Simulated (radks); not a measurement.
Spherical quantum dot in the effective-mass picture: electrons in a hard-walled sphere of radius 1.48, all in effective atomic units (hartree* = m*/eps^2 hartree, bohr* = eps/m* bohr), one dielectric constant everywhere. Calculated with a radial shooting solver with Libxc functionals: non-relativistic Kohn-Sham, PBE, spin-polarised, spherical densities. Levels are named by radial order and angular momentum (1s, 1p, 1d, 2s, ...), and open shells are averaged over m. Results are scaled to m* = 0.038 and eps = 8.5, for which hartree* = 14.31 meV and bohr* = 11.84 nm.

N = 33, configuration 1s2 1p6 1d10 2s(up 1, down 0) 1f14. This is the lowest configuration that the search found. Occupied and some empty levels:

level    occupation  eigenvalue (meV)  <r> (nm)
1s up             1            458.50     10.88
1s down           1            459.28     10.97
1p up             3            479.52     11.70
1p down           3            479.82     11.72
1d up             5            512.39     12.26
1d down           5            512.55     12.26
1f up             7            555.63     12.69
1f down           7            555.77     12.69
2s up             1            558.79     7.999
2s down           0            563.78     8.089
1g up             0            608.43     13.04
1g down           0            608.57     13.03
2p up             0            620.54     9.173
2p down           0            622.93     9.239
2d up             0            691.36     9.975
2d down           0            692.49     10.01

Energy (meV): total 10488.4, kinetic 4115.4, external 0, Hartree 6946.9, exchange-correlation -573.92.
